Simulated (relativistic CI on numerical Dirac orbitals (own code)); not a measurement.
# Crystal-field levels of Ni⁴⁺, 3d6

Calculated by Dirac-Coulomb-Breit CI, separate exchange-only KLI orbitals for each configuration, model QED, valence Slater integrals scaled by 0.75, one configuration in a parametric crystal field (own radial code).

Field parameters in Wybourne normalisation: D3d B²₀ = −7Dσ, B⁴₀ = −14Dq − 21Dτ, B⁴₃ = −14√(10/7) Dq. The field is a parameter set, without covalency.

S and J are read from ⟨S²⟩ = S(S + 1) and ⟨J²⟩ = J(J + 1) of each level; they are not fictitious spins.

D3d, 10Dq = 26000, Dσ = -1200, Dτ = 320 cm⁻¹, the lowest 16 levels:

| E (cm⁻¹) | Degeneracy | Irrep | S | J |
| --- | --- | --- | --- | --- |
| 0.0 | 1 | A1 | 0.03 | 4.60 |
| 14900 | 2 | E | 1.09 | 4.02 |
| 15025 | 2 | E | 1.15 | 3.96 |
| 15170 | 1 | A1 | 1.13 | 3.87 |
| 15297 | 1 | A2 | 1.25 | 3.59 |
| 15512 | 2 | E | 1.25 | 3.86 |
| 15709 | 1 | A1 | 1.28 | 3.63 |
| 16860 | 2 | E | 1.89 | 3.79 |
| 16986 | 1 | A2 | 1.96 | 3.32 |
| 17009 | 1 | A1 | 1.94 | 3.65 |
| 17290 | 2 | E | 1.95 | 3.26 |
| 17723 | 2 | E | 1.91 | 3.03 |
| 18258 | 1 | A1 | 1.87 | 2.62 |
| 18277 | 1 | A2 | 1.85 | 2.65 |
| 19066 | 2 | E | 1.97 | 2.89 |
| 19268 | 2 | E | 1.93 | 2.91 |

D3d, 10Dq = 26000, Dσ = -980, Dτ = 320 cm⁻¹, the lowest 10 levels:

```tsv
E (cm⁻¹)	Degeneracy	Irrep	S	J
0.0	1	A1	0.03	4.60
14918	2	E	1.09	4.03
15019	2	E	1.12	4.04
15106	1	A1	1.09	3.97
15373	1	A2	1.23	3.60
15386	2	E	1.20	3.79
15640	1	A1	1.27	3.54
16931	2	E	1.94	3.79
17043	1	A1	1.97	3.70
17135	1	A2	1.96	3.32
```

D3d, 10Dq = 26000, Dσ = -760, Dτ = 320 cm⁻¹, the lowest 10 levels:

| E (cm⁻¹) | Degeneracy | Irrep | S | J |
| --- | --- | --- | --- | --- |
| 0.0 | 1 | A1 | 0.03 | 4.60 |
| 14923 | 2 | E | 1.10 | 4.07 |
| 14946 | 2 | E | 1.10 | 4.05 |
| 14973 | 1 | A1 | 1.09 | 4.00 |
| 15303 | 2 | E | 1.19 | 3.74 |
| 15444 | 1 | A2 | 1.22 | 3.61 |
| 15619 | 1 | A1 | 1.26 | 3.51 |
| 16986 | 2 | E | 1.97 | 3.80 |
| 17036 | 1 | A1 | 1.99 | 3.75 |
| 17293 | 1 | A2 | 1.96 | 3.33 |

The free-ion ground term has S = 2. The field overcomes the spin-pairing energy for D3d, 10Dq = 26000, Dσ = -1200, Dτ = 320 cm⁻¹; D3d, 10Dq = 26000, Dσ = -980, Dτ = 320 cm⁻¹; D3d, 10Dq = 26000, Dσ = -760, Dτ = 320 cm⁻¹, where the ground state has lower spin; these fields are assumed values.

Levels of this model without a field, named by their leading LS term (the scale mimics covalency, so terms lie below those of the real free ion): ⁵D4 0, ⁵D3 877, ⁵D2 1465, ⁵D1 1839, ⁵D0 2021, ³H6 21919, ³H5 22387, ³H4 22690 cm⁻¹.
